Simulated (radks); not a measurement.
Species: Rb2+. Configuration: [Ar] 3d10 4s2 4p5.

All-electron calculation, scalar-relativistic Kohn-Sham, r2SCAN, spin-polarised, spherical densities, finite nucleus; open shells are filled with parallel spins first (spin-orbit coupling, left out, can overturn this in heavy ions); meta-GGA in the generalised Kohn-Sham scheme; Fermi nuclear charge, rms radius 4.2036 fm. Program: a radial shooting solver on a logarithmic mesh with Libxc functionals.

Energy parts (eV):
| part | energy |
|---|---|
| total | -81103.816 |
| kinetic | 83067.082 |
| electron-nucleus | -194774.056 |
| Hartree | 33338.916 |
| exchange-correlation | -2735.759 |

Orbitals (lengths in bohr, moments of r in powers of bohr; r(max) is where P^2 peaks; r(90%) holds 90 % of the orbital's charge):
\begin{tabular}{lrrrrr}
orbital & occ. & eigenvalue (eV) & r(max) & <1/r> & r(90%) \\ \hline
1s up & 1 & -15091.34 & 0.02629 & 37.87 & 0.0721 \\
1s down & 1 & -15091.19 & 0.02629 & 37.87 & 0.0721 \\
2s up & 1 & -2043.649 & 0.1494 & 8.449 & 0.275 \\
2s down & 1 & -2043.618 & 0.1494 & 8.449 & 0.275 \\
2p up & 3 & -1811.750 & 0.1197 & 8.240 & 0.253 \\
2p down & 3 & -1811.637 & 0.1197 & 8.240 & 0.253 \\
3s up & 1 & -324.9664 & 0.4501 & 2.816 & 0.756 \\
3s down & 1 & -324.8406 & 0.4502 & 2.815 & 0.756 \\
3p up & 3 & -249.7125 & 0.4461 & 2.657 & 0.787 \\
3p down & 3 & -249.5577 & 0.4462 & 2.657 & 0.787 \\
3d up & 5 & -125.7382 & 0.3945 & 2.389 & 0.854 \\
3d down & 5 & -125.5425 & 0.3945 & 2.391 & 0.852 \\
4s up & 1 & -52.0528 & 1.252 & 0.9342 & 2.09 \\
4s down & 1 & -50.7608 & 1.251 & 0.9330 & 2.10 \\
4p up & 3 & -34.8062 & 1.399 & 0.8075 & 2.42 \\
4p down & 2 & -33.5828 & 1.398 & 0.8040 & 2.44 \\
\end{tabular}

The highest occupied level is 4p down at -33.583 eV. Spin moment in Bohr magnetons: 1. The spin density at the nucleus is 0.2163 e/bohr^3 (1s -0.3104, 2s 0.1538, 3s 0.3137, 4s 0.0593). The density falls to 0.001 e/bohr^3 at r = 3.39 bohr. For comparison, the ionisation energy in NIST's Atomic Spectra Database is 39.247 eV (semi-empirical). In exact Kohn-Sham theory the highest level is minus the ionisation energy, but local and semilocal functionals leave it too shallow, through self-interaction and a potential that decays too fast; potentials with the right tail come closer.
